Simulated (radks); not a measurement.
Charge is removed step by step from the 5s down level of Er, starting from [Kr] 4d10 4f12 5s(up 1, down 1) 5p6 6s2. Method: scalar-relativistic Kohn-Sham, PBE, spin-polarised, spherical densities, point nucleus; open shells are filled with parallel spins first (spin-orbit coupling, left out, can overturn this in heavy ions); computed with a radial shooting solver on a logarithmic mesh with Libxc functionals.

| removed (e) | E - E(0) (eV) | eigenvalue (eV) | E minus straight line (eV) |
|---|---|---|---|
| 0 | 0.000 | -51.424 | 0.000 |
| 0.1 | 5.192 | -52.514 | -0.524 |
| 0.2 | 10.494 | -53.632 | -0.939 |
| 0.3 | 15.910 | -54.775 | -1.239 |
| 0.4 | 21.441 | -55.942 | -1.425 |
| 0.5 | 27.090 | -57.130 | -1.492 |
| 0.6 | 32.858 | -58.336 | -1.440 |
| 0.7 | 38.748 | -59.560 | -1.267 |
| 0.8 | 44.762 | -60.801 | -0.970 |
| 0.9 | 50.900 | -62.057 | -0.548 |
| 1 | 57.164 | -63.328 | 0.000 |

Removing the whole electron costs 57.164 eV by Delta-SCF, against 51.424 eV from minus the eigenvalue at the starting occupation. Slater's transition state (half an electron removed) gives 57.130 eV. Integrating minus the eigenvalue over the occupation (Janak's theorem) gives 57.211 eV. In this scalar-relativistic scheme the density is built from large components alone, so the theorem holds only approximately. The mean slope of the eigenvalue, de/dn, is 11.9 eV per electron.
